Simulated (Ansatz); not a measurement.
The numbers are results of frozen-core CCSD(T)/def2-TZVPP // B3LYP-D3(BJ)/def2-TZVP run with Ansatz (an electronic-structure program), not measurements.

Ansatz 0.2 input:
```yaml
crystal:
  periodic: [false, false, false]
  atoms:
    - { symbol: C, position_ang: [-0.778653, -0.001651, -0.079805] }
    - { symbol: C, position_ang: [0.720514, 0.009148, 0.011418] }
    - { symbol: F, position_ang: [1.275854, 0.792178, -0.938274] }
    - { symbol: F, position_ang: [1.241624, -1.227029, -0.141013] }
    - { symbol: F, position_ang: [1.14756, 0.473078, 1.205271] }
    - { symbol: H, position_ang: [-1.153546, 1.012499, 0.043324] }
    - { symbol: H, position_ang: [-1.181813, -0.638687, 0.705022] }
    - { symbol: H, position_ang: [-1.076882, -0.386652, -1.052964] }
basis:
  gaussian: { orbitals: def2-TZVPP }
correlation:
  method: ccsd_t
```

Output:

```
Functional definition: HF
1247 factors; integrals over basis functions are off by at most 1.1e-3 eV
mean field evaluation 1: about -10227.2754 eV, gradient 4.4e1 eV
mean field evaluation 2: about -10227.4464 eV, gradient 4.4e1 eV
mean field evaluation 4: about -10231.0439 eV, gradient 3.7e0 eV
mean field evaluation 8: about -10231.0939 eV, gradient 2.1e-1 eV
mean field evaluation 16: about -10229.9925 eV, gradient 2.5e1 eV
mean field -10231.09405341 eV, -375.9857715781 hartree, gradient 6.3e-6 eV, S^2 0.000000; 0 other end points of the search recorded, 0 dependent functions left out
5 core orbitals not correlated
reference -10231.09405341 eV, -375.9857715781 hartree; 16, 16 occupied and 176, 176 virtual orbitals, 1247 factors
second order -29.38010355 eV of doubles, -0.00000000 eV of singles
cycle   1  -29.15757179 eV  change    2.2e-1 eV  update   1.0e-1
cycle   2  -29.74164697 eV  change   -5.8e-1 eV  update   2.9e-2
cycle   3  -29.86954150 eV  change   -1.3e-1 eV  update   1.3e-2
cycle   4  -29.85411773 eV  change    1.5e-2 eV  update   2.6e-3
cycle   5  -29.85297453 eV  change    1.1e-3 eV  update   1.1e-3
cycle   6  -29.85394499 eV  change   -9.7e-4 eV  update   3.1e-4
cycle   7  -29.85377785 eV  change    1.7e-4 eV  update   1.2e-4
cycle   8  -29.85370434 eV  change    7.4e-5 eV  update   3.2e-5
cycle   9  -29.85371053 eV  change   -6.2e-6 eV  update   1.0e-5
perturbative correction -0.96054465 eV, -0.0352993650 hartree
Total energy: -10261.90830859 eV, -377.1181745693 hartree
```

Cost: very roughly 3 core-minutes.
